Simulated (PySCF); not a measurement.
F2H4N2Si, SMILES F[Si](N)(F)N. Heavy atoms are numbered as in [NH2:1][Si:2]([NH2:3])([F:4])[F:5]. Hydrogens are named by the atom that carries them.

The structure is a stationary point at PBE0-D3(BJ)/def2-SVP. The values are those of a single conformer.

These are ωB97X/def2-TZVP (PySCF) values and carry that method's errors.

ESP charges are fitted to the potential on shells at 1.4 to 2.0 van der Waals radii. Atomic charges (e), one atom of each kind:

```json
[
 {"atom": "N1 (NH2)", "meta-Löwdin": "-0.76", "Löwdin": "-0.22", "Mulliken": "-0.64", "ESP fit": "-1.08"},
 {"atom": "Si2", "meta-Löwdin": "1.55", "Löwdin": "-0.22", "Mulliken": "0.94", "ESP fit": "1.20"},
 {"atom": "F4", "meta-Löwdin": "-0.52", "Löwdin": "0.00", "Mulliken": "-0.33", "ESP fit": "-0.35"},
 {"atom": "H on N1", "meta-Löwdin": "0.25", "Löwdin": "0.17", "Mulliken": "0.25", "ESP fit": "0.41"}
]
```

Computed Mayer and Wiberg (Löwdin basis) orders of the bonds:
```tsv
bond	Mayer	Wiberg
N1–Si2	1.19	1.55
Si2–N3	1.19	1.55
Si2–F4	1.09	1.66
Si2–F5	1.09	1.66
```
